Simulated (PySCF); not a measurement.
Symmetry of computed structures. The calculation used PBE0-D3(BJ)/def2-SVP geometry optimisation, gas phase (PySCF 2.14.0). The symmetry is that of the one conformer found, every atom within 0.08 Å of its image; none is proved a minimum here. Atoms past krypton carry def2 core potentials.

What symmetry has `[cH:1]1[cH:2][c:3]2[cH:4][cH:5][o:6][c:7]2[cH:8][n:9]1`?

Cs; asymmetric top; symmetry number 1; 2 operations, which sort the 14 atoms into 14 sets; dipole 2.99 D, in the ab plane, which is the mirror; heavy atoms equivalent by symmetry: none.

What symmetry has Ta(NEt)Cl3, `CC[N]=[Ta]([Cl])([Cl])[Cl]`?

Cs; near-prolate asymmetric top; symmetry number 1; 2 operations, which sort the 12 atoms into 9 sets; dipole 2.11 D, in the ac plane, which is the mirror; A, B, C = 988.6, 707.6, 700.1 MHz.

Point group, rotor type and polarity of `[Br:1][C@:2]12[CH2:3][C@H:4]1[CH2:5]2`?

Cs; near-prolate asymmetric top; symmetry number 1; 2 operations, which sort the 10 atoms into 7 sets; dipole 1.24 D, in the ac plane, which is the mirror; A, B, C = 8898, 2025, 1814 MHz; heavy atoms equivalent by symmetry: C3/C5.

`[CH2:1]=[CH:2]/[CH:3]=[CH:4]/[Br:5]` with C1–C2–C3–C4 180°: symmetry, top, dipole?

Cs; near-prolate asymmetric top; symmetry number 1; 2 operations, which sort the 10 atoms into 10 sets; dipole 1.33 D, in the ab plane, which is the mirror; A, B, C = 28960, 1002, 968.0 MHz.
